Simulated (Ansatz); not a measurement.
Reaction (isomerisation): `CO[SiH](O)[SiH](O)O` → `C[SiH](O)[Si](O)(O)O`

Computed with Ansatz on PBE0-D4/def2-TZVP structures; ΔE is electronic, products minus reactants. CCSD(T)/CBS is the MP2 limit (def2-TZVPP, def2-QZVPP) plus CCSD(T) − MP2 in def2-TZVPP, frozen cores. Functionals use def2-TZVPP. B3LYP here is the variant with VWN-RPA as its local correlation; programs differ in this. Each species was taken in one conformer, which may not be the lowest.

`CO[SiH](O)[SiH](O)O`:

Cartesian coordinates in Å:
```
C -1.334 0.390 -2.027
O -0.070 0.811 -1.563
Si 0.280 1.001 0.032
O 1.696 1.825 0.156
Si 0.664 -1.050 1.104
O 0.762 -0.922 2.748
O -0.672 -1.936 0.734
H -1.534 -0.650 -1.749
H -1.341 0.471 -3.115
H -2.138 1.017 -1.624
H -0.850 1.766 0.646
H 1.737 2.700 -0.233
H 1.911 -1.729 0.634
H 1.641 -0.887 3.129
H -0.752 -2.808 1.127
```

`C[SiH](O)[Si](O)(O)O`:

```xyz
15

C     1.135    0.876    1.825
Si    0.034    1.096    0.341
O     0.824    2.027   -0.777
Si   -0.539   -0.918   -0.724
O    -0.514   -0.459   -2.304
O     0.519   -2.162   -0.548
O    -1.979   -1.559   -0.241
H     2.034    0.315    1.564
H     1.437    1.848    2.223
H     0.608    0.336    2.617
H    -1.225    1.776    0.783
H     0.654    1.783   -1.690
H    -0.526   -1.148   -2.973
H     0.259   -2.851    0.066
H    -2.722   -0.960   -0.160
```

```csv
species,B3LYP energy (Eh)
`CO[SiH](O)[SiH](O)O`,-923.20401
`C[SiH](O)[Si](O)(O)O`,-923.24740
```

Problem. Work out ΔE.

Solution. ΔE = (-923.24740) − (-923.20401) = -0.04339 Eh = -27.2 kcal/mol. CCSD(T)/CBS gives -29.7 kcal/mol.

Largest T1 diagnostic among the species: 0.012.

In def2-TZVPP, CCSD(T) changes the Hartree–Fock value by −4.2 kcal/mol (the triples alone add −0.4 kcal/mol) and MP2 by −5.7 kcal/mol.
